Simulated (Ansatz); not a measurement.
```yaml
crystal:
  periodic: [false, false, false]
  atoms:
    - {symbol: N, position_ang: [-0.645940, 0.479053, 0.762735]}
    - {symbol: Ti, position_ang: [0.380052, -0.497811, -0.365072]}
    - {symbol: F, position_ang: [1.748910, -1.036861, 0.426574]}
    - {symbol: F, position_ang: [-0.627922, -1.601069, -1.134610]}
    - {symbol: Cl, position_ang: [0.922847, 0.922979, -2.018742]}
    - {symbol: H, position_ang: [-0.215092, 1.084538, 1.645981]}
    - {symbol: H, position_ang: [-1.758528, 0.652874, 0.780326]}
basis:
  gaussian: {orbitals: aug-cc-pVDZ}
total_charge: -1
magnetization: {spin_polarized: true, initial_magnetization: 2}
hamiltonian: {xc: {name: BLYP}, dispersion: d3bjatm}
scf: {lower_state_search: full}
output: {forces: true}
```

```sh
$ ansatz run in.yaml --threads 4 --pin off --events-out ev --progress --plain --max-ram 10444MiB
```

Shortened log:

```
Error: a molecule whose nuclei and cores have a total charge of 66 cannot have a net charge of -1 together with 2 unpaired electrons
```

Problem. What is wrong with this run?

Solution. The number of unpaired electrons doesn't fit the electron count. The program refused the input.
